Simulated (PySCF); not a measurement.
## Pd²⁺: ionisation energy

Pd²⁺ [Kr] 4d8 [4d3/2^4 4d5/2^4, M_J = 4] → Pd³⁺ [Kr] 4d7 [4d3/2^4 4d5/2^3, M_J = 9/2], as a difference of total energies. Calculation: PySCF 2.14, in x2c-TZVPPall-2c (8s9p7d2f1g, 93 functions); the two-component X2C-1e Hamiltonian. Correlated levels: [Ar] 3d10 frozen; the 6 highest virtual spinors dropped. "Screened" scales the spin-orbit matrix elements by Boettger's factors to mimic the two-electron term; Breit and QED terms are absent.

```
                    method  ionisation energy (eV)  difference from reference (eV)
           GHF (spin-free)                  31.157                          -1.773
          GMP2 (spin-free)                  32.786                          -0.144
 GHF (screened spin-orbit)                  31.090                          -1.840
GMP2 (screened spin-orbit)                  32.716                          -0.214
```

Reference: 32.93 eV (semi-empirical (NIST evaluation); NIST Atomic Spectra Database, ionization energies).

The spin-free rows relax to the high-spin LS determinant and lack the spin-orbit shift.

Errors of the correlated levels include the incompleteness of this basis and the frozen core.

The labels give the starting determinants; with spin-orbit coupling the two ends relaxed to ⟨J²⟩ = 20.01, ⟨L²⟩ = 12.07, ⟨S²⟩ = 2.00 and ⟨J²⟩ = 24.76, ⟨L²⟩ = 12.22, ⟨S²⟩ = 3.69.
